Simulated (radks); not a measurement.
Charge is removed step by step from the 4s down level of Ca, starting from [Ar] 4s(up 1, down 1). All-electron calculation, non-relativistic Kohn-Sham, TPSS, spin-polarised, spherical densities, point nucleus; meta-GGA in the generalised Kohn-Sham scheme. Program: a radial shooting solver on a logarithmic mesh with Libxc functionals.

[
 {"removed (e)": "0", "E - E(0) (eV)": "0.000", "eigenvalue (eV)": "-3.774"},
 {"removed (e)": "0.1", "E - E(0) (eV)": "0.399", "eigenvalue (eV)": "-4.198"},
 {"removed (e)": "0.2", "E - E(0) (eV)": "0.840", "eigenvalue (eV)": "-4.623"},
 {"removed (e)": "0.3", "E - E(0) (eV)": "1.323", "eigenvalue (eV)": "-5.049"},
 {"removed (e)": "0.4", "E - E(0) (eV)": "1.849", "eigenvalue (eV)": "-5.473"},
 {"removed (e)": "0.5", "E - E(0) (eV)": "2.418", "eigenvalue (eV)": "-5.898"},
 {"removed (e)": "0.6", "E - E(0) (eV)": "3.029", "eigenvalue (eV)": "-6.328"},
 {"removed (e)": "0.7", "E - E(0) (eV)": "3.684", "eigenvalue (eV)": "-6.785"},
 {"removed (e)": "0.8", "E - E(0) (eV)": "4.388", "eigenvalue (eV)": "-7.313"},
 {"removed (e)": "0.9", "E - E(0) (eV)": "5.152", "eigenvalue (eV)": "-7.988"}
]

The mean slope of the eigenvalue, de/dn, is 4.68 eV per electron.
